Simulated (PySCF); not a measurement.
C7H15OPSi.
Atom-mapped SMILES: `[CH3:1][C:2](=[O:3])[CH2:4][P:5]([CH2:6][SiH3:7])[CH:8]1[CH2:9][CH2:10]1` (hydrogens: H11, H12, H13 on C1; H14, H15 on C4; H16, H17 on C6; H18, H19, H20 on Si7; H21 on C8; H22, H23 on C9; H24, H25 on C10)

Computed with PySCF at PBE0/pcSseg-1, non-relativistic, on one gas-phase PBE0-D3(BJ)/def2-SVP geometry that isn't relaxed in the solvent. The solvent is an IEF-PCM continuum (cavity from Bondi-type radii × 1.2). The model holds no explicit solvent molecules, cavitation or dispersion.

Gas phase at PBE0/pcSseg-1: HOMO -6.89 eV, LUMO -0.48 eV, dipole 1.72 D.

**Question.** What does the continuum do to the energy, the frontier levels and the dipole at PBE0/pcSseg-1 in benzene and methanol?

**Answer.** 
```
 solvent      ε  E(solvent) − E(gas) (kJ/mol)  polarisation term (kJ/mol)  distortion of the solute (kJ/mol)  HOMO (eV)  LUMO (eV)  dipole (D)
 benzene  2.271                        -13.05                      -13.94                               0.89      -6.84      -0.49        1.98
methanol  32.61                        -29.00                      -33.71                               4.71      -6.83      -0.53        2.35
```

The polarisation term is half the interaction of the solute with the surface charges that it induces; the rest is the cost of distorting the solute's density. The sum is the electrostatic part of solvation alone. From benzene to methanol the lowering changes by a factor 2.22, Onsager's factor (ε − 1)/(2ε + 1) by 2.08 and ε itself by 14.4.

**Question.** Which radius a makes the point-dipole formula ΔE = −[(ε − 1)/(2ε + 1)]·μ²/a³ give the value in methanol, with the gas-phase dipole?

**Answer.** μ = 0.675 au and |ΔE| = 0.01104 Eh give a = 1.43 Å; the farthest nucleus lies 4.75 Å from the centroid of the nuclei, so such a sphere wouldn't even hold the nuclei. The formula assumes a rigid point dipole at the centre of a sphere.

**Question.** Which ESP-fitted charges (PBE0/pcSseg-1) respond most in benzene (means over atoms taken as equivalent)?

**Answer.** 
```json
{"atoms": "O3", "environment": "ketone oxygen", "gas (e)": "-0.496", "solvent (e)": "-0.529", "change": "-0.033"}
{"atoms": "P5", "environment": "phosphine phosphorus", "gas (e)": "-0.174", "solvent (e)": "-0.200", "change": "-0.026"}
{"atoms": "C2", "environment": "ketone carbonyl carbon", "gas (e)": "+0.612", "solvent (e)": "+0.622", "change": "+0.010"}
{"atoms": "C9/C10", "environment": "three-membered-ring carbon", "gas (e)": "-0.369", "solvent (e)": "-0.377", "change": "-0.008"}
{"atoms": "C8", "environment": "sp3 carbon bound to phosphorus", "gas (e)": "+0.040", "solvent (e)": "+0.048", "change": "+0.008"}
{"atoms": "H14/H15", "environment": "methylene hydrogen", "gas (e)": "+0.223", "solvent (e)": "+0.230", "change": "+0.007"}
{"atoms": "C6", "environment": "sp3 carbon bound to silicon", "gas (e)": "-0.337", "solvent (e)": "-0.331", "change": "+0.006"}
{"atoms": "Si7", "environment": "SiH3 silicon", "gas (e)": "+0.482", "solvent (e)": "+0.488", "change": "+0.006"}
{"atoms": "H16/H17", "environment": "methylene hydrogen", "gas (e)": "+0.141", "solvent (e)": "+0.145", "change": "+0.004"}
{"atoms": "C1", "environment": "methyl carbon next to a carbonyl", "gas (e)": "-0.313", "solvent (e)": "-0.309", "change": "+0.004"}
{"atoms": "H23/H24", "environment": "methylene hydrogen", "gas (e)": "+0.183", "solvent (e)": "+0.187", "change": "+0.004"}
{"atoms": "H21", "environment": "methine hydrogen", "gas (e)": "+0.141", "solvent (e)": "+0.145", "change": "+0.004"}
```

**Question.** How do the nuclear quadrupole coupling constants eQVzz/h respond in benzene?

**Answer.** 
| nucleus | Q (barn) | gas (MHz) | solvent (MHz) | η gas | η solvent |
| --- | --- | --- | --- | --- | --- |
| 17O at O3 | -0.0256 | 12.18 | 11.99 | 0.47 | 0.43 |

Hardware: Arm Neoverse V2, one thread, no GPU, on a shared host. Cost: 64 s wall, 1.5 GiB resident at most. This is the whole shielding run at PBE0/pcSseg-1 in methanol, SCF included.

The values belong to the conformer `[CH3:1][C:2](=[O:3])[CH2:4][P:5]([CH2:6][SiH3:7])[CH:8]1[CH2:9][CH2:10]1`: C1–C2–C4–P5 -75°, C2–C4–P5–C6 -166°, C4–P5–C6–Si7 -73°, C4–P5–C8–C9 167°.
